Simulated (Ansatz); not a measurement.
Input for Ansatz (a quantum-chemistry and plane-wave program): U-CCSD(T)/cc-pV(T+d)Z on SiN, 2S+1 = 2, a point of a bond scan (R = 6.270 Å). Files ending in .json are basis or fitting sets from the Basis Set Exchange.

Ansatz 0.2 input:
```yaml
crystal:
  periodic: [false, false, false]
  atoms:
    - {symbol: Si, position_ang: [-0.00000000, -0.00000000, -0.52249227]}
    - {symbol: N, position_ang: [0.00000000, 0.00000000, 5.74741501]}
basis:
  gaussian:
    orbitals: cc-pV_T+d_Z.json
magnetization: {spin_polarized: true, initial_magnetization: 1}
correlation: {method: ccsd_t, electrons: outside_noble_gas}
scf: {omitted_lower_state_checks: [cluster_reference]}
```

The head of its log:

```
WARN ansatz: RAYON_NUM_THREADS=1 ignored (pool sized by the plan → 1); use --threads N
Functional definition: HF
these checks for a lower state are left out or cut short: cluster_reference
integrals: 0.05 GiB planned
415 factors; integrals over basis functions are off by at most 2.5e-4 eV
mean field: 0.11 GiB planned
mean field evaluation 1: about -9304.1720 eV, gradient 3.7e1 eV
mean field evaluation 2: about -9304.1723 eV, gradient 3.7e1 eV
mean field evaluation 4: about -9306.3345 eV, gradient 3.0e1 eV
mean field evaluation 8: about -9306.3346 eV, gradient 3.0e1 eV
mean field evaluation 16: about -9340.5037 eV, gradient 8.3e-2 eV
mean field evaluation 32: about -9340.5037 eV, gradient 3.0e-1 eV
mean field evaluation 64: about -9340.4422 eV, gradient 9.0e-1 eV
mean field evaluation 96: about -9338.6314 eV, gradient 1.3e0 eV
mean field evaluation 128: about -9338.9316 eV, gradient 3.2e-5 eV
mean field -9340.50372273 eV, -343.2571805895 hartree, gradient 2.9e-6 eV, S^2 2.771240; 10 other end points of the search recorded, 0 dependent functions left out
6 core orbitals not correlated
reference -9340.50372273 eV, -343.2571805895 hartree; 5, 4 occupied and 58, 59 virtual orbitals, 415 factors
```

Task: What total energy does the run end on?

Result: -343.4482 hartree (reference determinant -343.2572, T1 diagnostic 0.009). Its determinant has ⟨S²⟩ = 2.77, a mixture of spin states.
